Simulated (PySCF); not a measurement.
C₃H₉GaO₂ (SMILES CC[CH2][Ga]([OH])[OH]), singlet, geometry from GFN2-xTB (such geometries of metal compounds can be far from the true shape), with bond 11-7 at 2.4 times its length; CASSCF(10,8)/STO-3G (PySCF).

The PySCF input:
```python
from pyscf import gto, scf, mcscf
import numpy

mol = gto.M(
    atom='''
Ga    0.16430654    0.02264364    0.82539477
O    -0.14976693   -0.85840340    2.30218644
H     0.10260481   -0.72584467    3.21254899
O     1.13584100    1.48021047    0.84413899
H     1.56323340    1.92338415    1.57341705
C    -0.61768893   -0.67160050   -0.91694251
C    -0.22905458    0.21353405   -2.09355842
C    -0.82672969   -0.31200392   -3.39575327
H    -1.70215124   -0.71720633   -0.79322071
H    -0.25950791   -1.69487323   -1.05119768
H    -1.06715968    2.66332308   -1.66955673
H     0.85997810    0.25234714   -2.18061016
H    -0.47253944   -1.32029867   -3.60042394
H    -0.54163902    0.32805606   -4.22735861
H    -1.91296954   -0.33583086   -3.33657983
''',
    basis='sto-3g',
    verbose=4,
)

mf = scf.RHF(mol)
mf.kernel()
mc = mcscf.CASSCF(mf, 8, 10)
mc.fix_spin_(ss=0.0)
mc.kernel()
occ = numpy.linalg.eigvalsh(mc.fcisolver.make_rdm1(mc.ci, mc.ncas, mc.nelecas))[::-1]
ss = mc.fcisolver.spin_square(mc.ci, mc.ncas, mc.nelecas)[0]
print('natural occupations', occ.round(4), ' <S^2>', round(ss, 4))
```

Output, abridged:

```
PySCF version 2.14.0

[INPUT] verbose = 4
[INPUT] num. atoms = 15
[INPUT] num. electrons = 74
[INPUT] charge = 0
[INPUT] spin (= nelec alpha-beta = 2S) = 0
[INPUT] symmetry False subgroup None
[INPUT] Mole.unit = angstrom
[INPUT] Symbol           X                Y                Z      unit          X                Y                Z       unit  Magmom
[...]
nuclear repulsion = 451.993851987848
number of shells = 32
number of NR pGTOs = 156
number of NR cGTOs = 52
basis = sto-3g
ecp = {}

******** <class 'pyscf.scf.hf.RHF'> ********
method = RHF
initial guess = minao
damping factor = 0
level_shift factor = 0
DIIS = <class 'pyscf.scf.diis.CDIIS'>
diis_start_cycle = 1
diis_space = 8
diis_damp = 0
SCF conv_tol = 1e-09
SCF conv_tol_grad = None
SCF max_cycles = 50
direct_scf = True
direct_scf_tol = 1e-13
Set gradient conv threshold to 3.16228e-05
Initial guess from minao.
init E= -2163.73691590756
[...]
cycle= 1 E= -2165.39482714851  delta_E= -1.66  |g|= 0.781  |ddm|= 4.44
[...]
cycle= 2 E= -2165.61701201134  delta_E= -0.222  |g|= 0.418  |ddm|= 1.88
[...]
cycle= 3 E= -2165.67425842152  delta_E= -0.0572  |g|= 0.225  |ddm|= 1.07
[...]
cycle= 4 E= -2165.69781628641  delta_E= -0.0236  |g|= 0.0355  |ddm|= 0.425
[...]
cycle= 5 E= -2165.6985138467  delta_E= -0.000698  |g|= 0.00987  |ddm|= 0.0771
[...]
cycle= 6 E= -2165.69859965655  delta_E= -8.58e-05  |g|= 0.00362  |ddm|= 0.0307
[...]
cycle= 7 E= -2165.69862088652  delta_E= -2.12e-05  |g|= 0.00148  |ddm|= 0.0195
[...]
cycle= 8 E= -2165.69862474983  delta_E= -3.86e-06  |g|= 0.000661  |ddm|= 0.00891
[...]
cycle= 9 E= -2165.6986255122  delta_E= -7.62e-07  |g|= 0.00021  |ddm|= 0.00445
[...]
cycle= 10 E= -2165.69862557552  delta_E= -6.33e-08  |g|= 7.5e-05  |ddm|= 0.00115
[...]
cycle= 11 E= -2165.69862558283  delta_E= -7.31e-09  |g|= 3.66e-05  |ddm|= 0.000326
[...]
cycle= 12 E= -2165.69862558519  delta_E= -2.36e-09  |g|= 1.41e-05  |ddm|= 0.000215
[...]
cycle= 13 E= -2165.69862558555  delta_E= -3.58e-10  |g|= 9.14e-06  |ddm|= 7.58e-05
[...]
Extra cycle  E= -2165.69862558561  delta_E= -6.91e-11  |g|= 8.06e-06  |ddm|= 2.9e-05
converged SCF energy = -2165.69862558561

******** <class 'pyscf.mcscf.mc1step.CASSCF'> ********
CAS (5e+5e, 8o), ncore = 32, nvir = 12
max_cycle_macro = 50
max_cycle_micro = 4
conv_tol = 1e-07
conv_tol_grad = None
orbital rotation max_stepsize = 0.02
orbital rotation threshold for CI restart = 0.01
augmented hessian ah_max_cycle = 30
augmented hessian ah_conv_tol = 1e-12
augmented hessian ah_linear dependence = 1e-14
augmented hessian ah_level shift = 1e-08
augmented hessian ah_start_tol = 2.5
augmented hessian ah_start_cycle = 3
augmented hessian ah_grad_trust_region = 3
kf_trust_region = 3
kf_interval = 4
ci_response_space = 4
ci_grad_trust_region = 3
with_dep4 0
natorb = False
canonicalization = True
sorting_mo_energy = False
ao2mo_level = 2
internal_rotation = False
******** <class 'pyscf.fci.addons.SpinPenaltyFCISolver'> ********
max. cycles = 50
conv_tol = 1e-08
davidson only = True
linear dependence = 1e-12
level shift = 0.001
max iter space = 12
nroots = 1
pspace_size = 400
spin = None
CASCI E = -2165.87498206970  S^2 = 0.0000000
Set conv_tol_grad to 0.000316228
macro iter   1 ( 21 JK    4 micro), CASSCF E = -2165.88777668105  dE = -1.27946113e-02  S^2 = 0.0000000
               |grad[o]|=0.097  |grad[c]|=0.023  |ddm|=0.0325  |maxRot[o]|=0.083
macro iter   2 ( 21 JK    4 micro), CASSCF E = -2165.89075838406  dE = -2.98170300e-03  S^2 = 0.0000000
               |grad[o]|=0.049  |grad[c]|=0.0295  |ddm|=0.0273  |maxRot[o]|=0.0717
macro iter   3 ( 21 JK    4 micro), CASSCF E = -2165.89233748553  dE = -1.57910148e-03  S^2 = 0.0000000
               |grad[o]|=0.0333  |grad[c]|=0.0423  |ddm|=0.0329  |maxRot[o]|=0.0879
macro iter   4 ( 21 JK    4 micro), CASSCF E = -2165.89340223303  dE = -1.06474750e-03  S^2 = 0.0000000
               |grad[o]|=0.0254  |grad[c]|=0.0495  |ddm|=0.0313  |maxRot[o]|=0.0646
[...]
               |grad[o]|=0.0033  |grad[c]|=0.00127  |ddm|=0.0094  |maxRot[o]|=0.0383
macro iter  33 (  7 JK    2 micro), CASSCF E = -2165.92098797944  dE = -3.62805734e-04  S^2 = 0.0000000
               |grad[o]|=0.00286  |grad[c]|=0.00173  |ddm|=0.0142  |maxRot[o]|=0.0517
macro iter  34 (  6 JK    2 micro), CASSCF E = -2165.92120860510  dE = -2.20625658e-04  S^2 = 0.0000000
               |grad[o]|=0.00449  |grad[c]|=0.00161  |ddm|=0.0116  |maxRot[o]|=0.043
macro iter  35 ( 15 JK    4 micro), CASSCF E = -2165.92065849293  dE =  5.50112168e-04  S^2 = 0.0000000
               |grad[o]|=0.00476  |grad[c]|=0.0106  |ddm|=0.00803  |maxRot[o]|=0.102
macro iter  36 ( 21 JK    4 micro), CASSCF E = -2165.92067717141  dE = -1.86784841e-05  S^2 = 0.0000000
               |grad[o]|=0.00395  |grad[c]|=0.00294  |ddm|=0.00342  |maxRot[o]|=0.00606
macro iter  37 (  7 JK    2 micro), CASSCF E = -2165.92095068028  dE = -2.73508864e-04  S^2 = 0.0000000
               |grad[o]|=0.00293  |grad[c]|=0.0012  |ddm|=0.00906  |maxRot[o]|=0.0369
macro iter  38 (  7 JK    2 micro), CASSCF E = -2165.92120493846  dE = -2.54258187e-04  S^2 = 0.0000000
               |grad[o]|=0.00224  |grad[c]|=0.00138  |ddm|=0.0115  |maxRot[o]|=0.0508
macro iter  39 (  6 JK    2 micro), CASSCF E = -2165.92133048655  dE = -1.25548086e-04  S^2 = 0.0000000
               |grad[o]|=0.00334  |grad[c]|=0.00132  |ddm|=0.00836  |maxRot[o]|=0.0426
macro iter  40 ( 15 JK    4 micro), CASSCF E = -2165.92092428329  dE =  4.06203259e-04  S^2 = 0.0000000
               |grad[o]|=0.0032  |grad[c]|=0.0106  |ddm|=0.00875  |maxRot[o]|=0.106
macro iter  41 ( 21 JK    4 micro), CASSCF E = -2165.92094228664  dE = -1.80033467e-05  S^2 = 0.0000000
               |grad[o]|=0.00356  |grad[c]|=0.00237  |ddm|=0.0024  |maxRot[o]|=0.00501
macro iter  42 (  7 JK    2 micro), CASSCF E = -2165.92113259943  dE = -1.90312798e-04  S^2 = 0.0000000
               |grad[o]|=0.00247  |grad[c]|=0.000925  |ddm|=0.00673  |maxRot[o]|=0.0368
macro iter  43 (  7 JK    2 micro), CASSCF E = -2165.92130639143  dE = -1.73791992e-04  S^2 = 0.0000000
               |grad[o]|=0.00166  |grad[c]|=0.00116  |ddm|=0.00899  |maxRot[o]|=0.0507
macro iter  44 ( 15 JK    4 micro), CASSCF E = -2165.92092449245  dE =  3.81898974e-04  S^2 = 0.0000000
               |grad[o]|=0.00236  |grad[c]|=0.00764  |ddm|=0.00521  |maxRot[o]|=0.0934
macro iter  45 ( 21 JK    4 micro), CASSCF E = -2165.92094027276  dE = -1.57803065e-05  S^2 = 0.0000000
               |grad[o]|=0.0033  |grad[c]|=0.00213  |ddm|=0.00206  |maxRot[o]|=0.00488
macro iter  46 (  7 JK    2 micro), CASSCF E = -2165.92111708274  dE = -1.76809984e-04  S^2 = 0.0000000
               |grad[o]|=0.00227  |grad[c]|=0.000879  |ddm|=0.00625  |maxRot[o]|=0.0354
macro iter  47 (  7 JK    2 micro), CASSCF E = -2165.92129079821  dE = -1.73715469e-04  S^2 = 0.0000000
               |grad[o]|=0.00171  |grad[c]|=0.00112  |ddm|=0.00871  |maxRot[o]|=0.0497
macro iter  48 (  6 JK    2 micro), CASSCF E = -2165.92137373186  dE = -8.29336436e-05  S^2 = 0.0000000
               |grad[o]|=0.00235  |grad[c]|=0.00111  |ddm|=0.00658  |maxRot[o]|=0.0421
macro iter  49 (  9 JK    3 micro), CASSCF E = -2165.92129509938  dE =  7.86324786e-05  S^2 = 0.0000000
               |grad[o]|=0.00216  |grad[c]|=0.00201  |ddm|=0.00158  |maxRot[o]|=0.0459
macro iter  50 ( 21 JK    4 micro), CASSCF E = -2165.92129251133  dE =  2.58804903e-06  S^2 = 0.0000000
               |grad[o]|=0.00126  |grad[c]|=0.0017  |ddm|=0.00191  |maxRot[o]|=0.00156
1-step CASSCF not converged,  50 macro (621 JK 145 micro) steps
CASSCF canonicalization
Density matrix diagonal elements [1.97034963 1.97018346 1.95935118 1.9722761  1.29461861 0.70668841
 0.05057624 0.07595638]
CASSCF energy = -2165.92129251133
CASCI E = -2165.92129251133  E(CI) = -17.7606421332807  S^2 = 0.0000000
natural occupations [1.9808 1.9731 1.9689 1.9653 1.2944 0.7056 0.0619 0.0499]  <S^2> 0.0
```

The run did not converge; its last values are not results.
